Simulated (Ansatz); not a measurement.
Born–Oppenheimer molecular dynamics of C$_{3}$H$_{11}$AlSi (16 atoms, charge 0, multiplicity 1). It goes on from the last frame of an earlier run, with new velocities.

Method: UKS PBE-D4/STO-3G (Ansatz).

```json
{
 "ensemble": "NVE (Milne-controlled integrator)",
 "time step": "0.5 fs",
 "steps asked": "179",
 "starting velocities drawn for": "1500 K",
 "seed": "995502"
}
```

First frame:

```xyz
16
Properties=species:S:1:pos:R:3
C -0.018 -2.065 1.000
C 0.837 -0.899 0.372
Si -0.259 0.305 -0.689
C 0.905 1.684 -1.304
Al -1.815 1.305 0.685
H -0.839 -1.683 1.643
H -0.532 -2.671 0.189
H 0.576 -2.760 1.576
H 1.300 -0.297 1.208
H 1.667 -1.314 -0.207
H -0.755 -0.491 -1.839
H 0.273 2.513 -1.724
H 1.546 2.102 -0.545
H 1.570 1.345 -2.121
H -2.505 2.654 0.456
H -2.030 0.564 2.002
```

(1) How far do the bonds stretch over the last three quarters of this one trajectory? (Pairs bonded in most of those frames.)

## Answers

(1) 
```json
{"bond": "C1–C2", "mean (Å)": "1.601", "spread (Å)": "0.071", "shortest": "1.47", "longest": "1.70"}
{"bond": "C1–H6", "mean (Å)": "1.112", "spread (Å)": "0.024", "shortest": "1.07", "longest": "1.15"}
{"bond": "C1–H7", "mean (Å)": "1.118", "spread (Å)": "0.053", "shortest": "1.03", "longest": "1.21"}
{"bond": "C1–H8", "mean (Å)": "1.117", "spread (Å)": "0.055", "shortest": "1.02", "longest": "1.22"}
{"bond": "C2–Si3", "mean (Å)": "1.954", "spread (Å)": "0.068", "shortest": "1.86", "longest": "2.09"}
{"bond": "C2–H9", "mean (Å)": "1.110", "spread (Å)": "0.020", "shortest": "1.08", "longest": "1.14"}
{"bond": "C2–H10", "mean (Å)": "1.109", "spread (Å)": "0.012", "shortest": "1.09", "longest": "1.13"}
{"bond": "Si3–C4", "mean (Å)": "1.935", "spread (Å)": "0.048", "shortest": "1.86", "longest": "2.01"}
{"bond": "Si3–Al5", "mean (Å)": "2.317", "spread (Å)": "0.094", "shortest": "2.18", "longest": "2.45"}
{"bond": "Si3–H11", "mean (Å)": "1.466", "spread (Å)": "0.013", "shortest": "1.45", "longest": "1.49"}
{"bond": "C4–H12", "mean (Å)": "1.111", "spread (Å)": "0.023", "shortest": "1.07", "longest": "1.15"}
{"bond": "C4–H13", "mean (Å)": "1.117", "spread (Å)": "0.045", "shortest": "1.04", "longest": "1.20"}
{"bond": "C4–H14", "mean (Å)": "1.116", "spread (Å)": "0.031", "shortest": "1.05", "longest": "1.18"}
{"bond": "Al5–H15", "mean (Å)": "1.527", "spread (Å)": "0.052", "shortest": "1.45", "longest": "1.60"}
{"bond": "Al5–H16", "mean (Å)": "1.525", "spread (Å)": "0.036", "shortest": "1.47", "longest": "1.58"}
```

Mean temperature of the second half: 825 K. The conserved energy stayed within 0.089 meV per atom of its start (net change -0.057 meV per atom), so the integration is sound. The temperature averaged 0.55 of the 1500 K drawn at the start: a run that starts near a minimum puts about half its kinetic energy into the potential. A run of 0.089 ps of so small a system gives no equilibrium averages. Limits of this set-up: minimal basis.

Run time: 16 min on 1 CPU thread of a shared host.
